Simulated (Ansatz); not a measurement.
Consider the cleavage of the Si–Si bond: `C[SiH](F)[SiH2]O` + `O[SiH2]O` → `C[SiH](F)O[SiH2]O` + silanol.

Program: Ansatz. Geometries: PBE0-D4/def2-TZVP. ΔE: electronic, gas phase. CBS: MP2 limit from def2 TZ/QZ plus the TZ coupled-cluster correction, frozen cores. DFT in def2-TZVPP. B3LYP here is the variant with VWN-RPA as its local correlation; programs differ in this. Each species was taken in one conformer, which may not be the lowest.

| level | ΔE (eV) |
| --- | --- |
| r2SCAN-D4 | -1.53 |
| B2PLYP | -1.60 |
| B3LYP | -1.53 |
| CCSD/def2-TZVPP | -1.64 |

(1) What does CCSD(T)/CBS give? (Estimate.)

Largest T1 diagnostic among the species: 0.012.

Results:

(1) Ansatz gave: -1.59 eV. The listed levels differ from it by 0.06, -0.01, 0.06, -0.05 eV.

In def2-TZVPP, CCSD(T) changes the Hartree–Fock value by +0.24 eV (the triples alone add +0.03 eV) and MP2 by +0.18 eV. From PBE to PBE0 (25 % exact exchange), in def2-TZVPP and without D4, ΔE moves by −0.12 eV.
